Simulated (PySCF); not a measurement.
Ti(Cps)(OMe)3, C13H24O3Ti, singlet (GFN2-xTB optimised geometry):

```
41

Ti     0.156     0.192     0.000
C     -1.934     1.262    -2.501
C     -1.239     0.095    -1.855
C     -1.760    -0.763    -0.852
C     -3.103    -0.666    -0.183
C     -0.821    -1.811    -0.635
C     -1.057    -2.989     0.268
C      0.291    -1.586    -1.484
C      1.494    -2.469    -1.671
C      0.041    -0.396    -2.222
C      0.935     0.180    -3.284
H     -1.569     2.210    -2.097
H     -3.009     1.209    -2.336
H     -1.756     1.256    -3.577
H     -3.003    -0.826     0.892
H     -3.787    -1.423    -0.576
H     -3.547     0.315    -0.343
H     -1.795    -3.666    -0.172
H     -0.137    -3.547     0.436
H     -1.437    -2.658     1.236
H      1.636    -2.695    -2.729
H      1.375    -3.409    -1.136
H      2.397    -1.974    -1.302
H      1.981    -0.029    -3.056
H      0.804     1.261    -3.351
H      0.707    -0.253    -4.262
O     -0.226    -0.267     1.636
C      0.605    -0.345     2.739
H      0.857     0.661     3.120
H      0.102    -0.899     3.549
H      1.541    -0.872     2.485
O     -0.212     1.894     0.000
C     -0.485     2.733     1.066
H     -1.184     2.252     1.771
H      0.439     2.999     1.609
H     -0.945     3.666     0.701
O      1.899     0.192     0.000
C      2.768     1.238     0.257
H      2.796     1.477     1.334
H      3.787     0.963    -0.058
H      2.463     2.142    -0.298
```

Level of theory: PBE0/def2-SVP (PySCF).

Problem. What are the frontier orbital energies and the dipole moment?

Solution. HOMO-2 -7.65 eV, HOMO-1 -5.87 eV, HOMO -5.81 eV, LUMO -0.19 eV, LUMO+1 -0.17 eV; dipole moment 1.10 D.

On the same geometry PySCF with PBE/def2-SVP gives HOMO-2 -6.15 eV, HOMO-1 -4.76 eV, HOMO -4.69 eV, LUMO -1.24 eV, LUMO+1 -1.13 eV; dipole moment 1.30 D.

Meta-Löwdin charges at PBE0/def2-SVP: Ti1 1.22, C2 -0.31, C3 -0.05, C4 -0.08, C5 -0.31, C6 -0.06, C7 -0.30, C8 -0.06, C9 -0.31, C10 -0.08, C11 -0.31, H12 0.11, H13 0.10, H14 0.11, H15 0.11, H16 0.11, H17 0.10, H18 0.11, H19 0.10, H20 0.11, H21 0.11, H22 0.10, H23 0.11, H24 0.11, H25 0.11, H26 0.11, O27 -0.53, C28 -0.07, H29 0.08, H30 0.09, H31 0.10, O32 -0.53, C33 -0.07, H34 0.10, H35 0.09, H36 0.09, O37 -0.53, C38 -0.07, H39 0.08, H40 0.09, H41 0.10.
